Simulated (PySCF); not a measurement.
Bonding in `[H]/N=C/C(C)(C)[SiH2]C(=O)OC`

Compound: C6H13NO2Si.
Atom-mapped SMILES: `[H]/[N:10]=[CH:9]/[C:6]([SiH2:5][C:3]([O:2][CH3:1])=[O:4])([CH3:7])[CH3:8]` (hydrogens: H11, H12, H13 on C1; H14, H15 on Si5; H16, H17, H18 on C7; H19, H20, H21 on C8; H22 on C9; H23 on N10)

Structure used (GFN2-xTB), in Å, numbered top down from 1:
```xyz
23
C6H13NO2Si angstrom
C      3.8001    0.2606    0.2164
O      2.5149    0.2500    0.8330
C      1.6351   -0.6663    0.4195
O      1.8760   -1.4812   -0.4381
Si    -0.0298   -0.4580    1.3502
C     -1.3510   -0.0736   -0.0063
C     -1.5249   -1.2960   -0.9125
C     -2.6792    0.3095    0.6418
C     -0.7898    1.0650   -0.7856
N     -1.1100    2.2559   -0.5405
H      4.4779    0.7474    0.9131
H      3.7579    0.8183   -0.7214
H      4.1207   -0.7621    0.0098
H     -0.3723   -1.7353    1.9807
H      0.1275    0.6448    2.2921
H     -2.2010   -1.0636   -1.7349
H     -0.5719   -1.6154   -1.3292
H     -1.9479   -2.1256   -0.3505
H     -3.0422   -0.4917    1.2807
H     -3.4231    0.5070   -0.1279
H     -2.5608    1.2124    1.2320
H     -0.0605    0.7637   -1.5548
H     -0.6505    2.9612   -1.1118
```

Bond orders from the PBE0/pcSseg-1 density (PySCF). The structure is a single GFN2-xTB conformer in the gas phase; no vibrational or solvent corrections.

**Question.** Where do the orders between heavy atoms depart from those drawn in the SMILES?

**Answer.** The largest departure is 0.231, at C3–Si5 (drawn single, 0.769). Drawn single, order below 0.88: C1–O2 (0.858), C3–Si5 (0.769) and Si5–C6 (0.837).

**Question.** Set the Mayer orders of the bonds between heavy atoms beside their lengths.

**Answer.** 
```
  bond  drawn as  length (Å)  Mayer order
 C1–O2    single       1.425        0.858
 O2–C3    single       1.336        1.073
 C3–O4    double       1.207        1.855
C3–Si5    single       1.919        0.769
Si5–C6    single       1.932        0.837
 C6–C7    single       1.532        1.008
 C6–C8    single       1.527        1.036
 C6–C9    single       1.489        0.933
C9–N10    double       1.257        2.009
```

By pair of heavy elements: C–O: lowest C1–O2 (0.858, 1.425 Å), highest C3–O4 (1.855, 1.207 Å). C–Si: lowest C3–Si5 (0.769, 1.919 Å), highest Si5–C6 (0.837, 1.932 Å); in 1 of the 1 pairs the longer bond (by over 0.003 Å) has the higher order (by 0.02 or more). C–C: lowest C6–C9 (0.933, 1.489 Å), highest C6–C8 (1.036, 1.527 Å); in 2 of the 3 pairs the longer bond (by over 0.003 Å) has the higher order (by 0.02 or more).

**Question.** And the bonds to hydrogen?

**Answer.** C–H: 0.94 to 0.97 (10 bonds); H–Si: 0.95 (2 bonds); H–N: 0.93 (1 bond).

**Question.** Sum the orders of all bonds at each heavy atom with more than one neighbour and set the sums beside the valence in the SMILES.

**Answer.** C1 3.753 (drawn 4), O2 1.931 (drawn 2), C3 3.697 (drawn 4), Si5 3.505 (drawn 4), C6 3.814 (drawn 4), C7 3.874 (drawn 4), C8 3.902 (drawn 4), C9 3.893 (drawn 4), N10 2.942 (drawn 3). Orders between atoms that aren't bonded are not in these sums.

The Mayer order sums products of elements of PS (density times overlap matrix) between the two atoms' basis functions, so it depends on the basis set.
